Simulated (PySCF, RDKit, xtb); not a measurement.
Complex: aminoborane (SMILES BN) (first 6 atoms) with aminoborane (SMILES BN); geometry from B3LYP-D3(BJ)/def2-TZVP, rigid monomers moved along the line of their centres of mass till H5···N8 is 2.26 Å.
(charge 0, multiplicity 1):
```tsv
atom	x (Å)	y (Å)	z (Å)
B	-0.7839	0.3552	-0.2907
N	0.4300	-0.1995	0.0779
H	-1.0886	0.4051	-1.4420
H	-1.5094	0.7811	0.5601
H	0.7315	-0.2696	1.0382
H	1.0855	-0.5799	-0.5849
B	0.2253	-0.6994	3.7494
N	-0.0370	0.4633	3.0357
H	-0.4858	-1.6438	3.5955
H	1.1649	-0.7281	4.4833
H	0.5060	1.3060	3.1360
H	-0.8269	0.5731	2.4181
```

Monomers are frozen at their geometry in the pair; levels with a basis set take the counterpoise correction. RDKit's UFF carries no charges.

Rows in 6-31G* carry no dispersion term and start afresh at each structure (6-31G* with six Cartesian d functions).

Programs: PySCF for 6-31G* rows; RDKit for the force fields; xtb for the GFN methods. 

### Question
One of these levels gives -80.9 meV for the interaction energy. Name it.
(A) UFF
(B) B3LYP/6-31G*
(C) GFN1-xTB
(D) GFN-FF

### Answer
C, GFN1-xTB. The others give 322.8 (UFF), -55.0 (GFN-FF), -33.5 (B3LYP/6-31G*)
